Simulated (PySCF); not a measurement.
## Löwdin shares of the frontier orbitals

Species: cyclo-(H2SnO)3.
Z-matrix (Å and degrees, PBE0-D3(BJ)/def2-SVP geometry), rows numbered from 1:
```
Sn
H   1  1.7121
H   1  1.7107  2  116.93
O   1  1.9740  2  108.05  3  -121.92
Sn  4  1.9739  1  132.16  2  -112.72
H   5  1.7103  4  107.89  1  -120.08
H   5  1.7115  4  108.08  1   112.51
O   5  1.9736  4  107.65  1    -3.87
Sn  8  1.9735  5  132.53  4     3.63
H   9  1.7116  8  108.15  5   113.15
H   9  1.7106  8  108.11  5  -119.46
O   9  1.9731  8  107.27  5    -3.25
```

Computed, not measured: TDDFT PBE0/def2-SVPD, vertical, gas phase, core orbitals frozen in the response, def2 core potentials past Kr in PySCF 2.14.0, density-fitted response routines. Spin–orbit coupling is left out.

Kohn–Sham orbitals with the atoms that hold most of them (Löwdin shares over 4%, at most four atoms; ? is withheld):

```json
{"orbital": "LUMO+2", "ε (eV)": "-0.71", "atoms": "Sn1 21%, Sn5 19%, O4 11%, Sn9 10%"}
{"orbital": "LUMO+1", "ε (eV)": "-0.72", "atoms": "Sn9 24%, Sn5 14%, Sn1 12%, O8 10%"}
{"orbital": "LUMO", "ε (eV)": "-0.86", "atoms": "Sn5 10%, Sn1 10%, Sn9 10%, O4 10%"}
{"orbital": "HOMO", "ε (eV)": "-7.76", "atoms": "?"}
{"orbital": "HOMO-1", "ε (eV)": "-8.18", "atoms": "O12 36%, O8 34%, Sn5 6%, Sn1 6%"}
{"orbital": "HOMO-2", "ε (eV)": "-8.18", "atoms": "O4 47%, O8 13%, O12 11%, Sn9 6%"}
{"orbital": "HOMO-3", "ε (eV)": "-8.37", "atoms": "O12 46%, O8 38%, O4 6%"}
```

Task: Give the leading atoms of the HOMO.

Result: O4 (bonded to 2 Sn) 17%; O8 (bonded to 2 Sn) 17%; O12 (bonded to 2 Sn) 17%; Sn1 (bonded to 2 O and 2 H) 6%. By element: oxygen 51%, tin 6% or more.

Within 0.005 eV of a neighbour in this list lie HOMO-2/HOMO-1.

Task: How does S1 compare with the orbital gap of 6.90 eV?

Result: S1 is at 5.72 eV (f = 0.078), 1.18 eV below the gap, made of HOMO→LUMO (84%). 

Next come S2 at 5.75 eV (f 0.0000), HOMO→LUMO+1/LUMO+2 (≥54%), HOMO-2/HOMO-1→LUMO (≥28%); S3 at 5.76 eV (f 0.0002), HOMO→LUMO+1/LUMO+2 (≥53%), HOMO-2/HOMO-1→LUMO (≥28%); S4 at 6.10 eV (f 0.0002), HOMO-2/HOMO-1→LUMO (≥56%), HOMO→LUMO+1/LUMO+2 (≥39%); S5 at 6.11 eV (f 0.0003), HOMO-2/HOMO-1→LUMO (≥56%), HOMO→LUMO+1/LUMO+2 (≥39%).

Orbitals of the list HOMO-3 to LUMO+2 that lie within 0.01 eV of each other are written together with a slash and their weights summed (≥ marks a lower bound); for degenerate orbitals outside that list single weights are arbitrary.

Löwdin shares depend on the basis, the more so with diffuse functions.

One conformer stands for the species.
